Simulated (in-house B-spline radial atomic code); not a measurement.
Checks on a self-consistent run for the scandium ion Sc⁷⁺, [Ne] 3s2 (3p1/2)2. Level of theory: Dirac-Hartree-Fock, average of the jj configuration, Fermi nucleus of rms radius 3.5459 fm; calculated with a radial B-spline atomic code at the basis-set limit.

```csv
orbital,q,ε (Eh),<1/r>,<r²>,small-component weight
1s1/2,2,-172.09121,20.7818,0.00715697,0.0056514
2s1/2,2,-24.23585,4.36472,0.135281,0.00099136
2p1/2,2,-20.83662,4.27197,0.112102,0.00095946
2p3/2,4,-20.57527,4.20703,0.114975,0.00094312
3s1/2,2,-6.58390,1.43952,1.0706,0.00023609
3p1/2,2,-5.72226,1.36049,1.1403,0.00021741
```

Electron-electron repulsion V_ee = 205.5548 hartree.

Q: What total energy follows from the eigenvalues?

A: The eigenvalues count the repulsion twice, so E = Σqε - V_ee = -541.241 - 205.555 = -746.796 hartree; the run printed -746.796.

Q: Does the Dirac virial theorem hold?

A: For a point nucleus E = -2c²Σq·w, with w the small-component weight. Here Σq·w = 0.019884 and c = 137.0360, so the ratio E/(-2c²Σq·w) is 1.000004; the finite nucleus accounts for the departure from 1.

Q: What diamagnetic shielding (Lamb formula) and susceptibility (Langevin formula) do the radii give?

A: σ = (α²/3)Σq<1/r> = 81.2651/(3·137.036²) = 1442.5 ppm, and χ = -0.79199×10⁻⁶·Σq<r²> = -4.269×10⁻⁶ cm³/mol with Σq<r²> = 5.3908 bohr². Both are non-relativistic formulas without the paramagnetism of open shells.
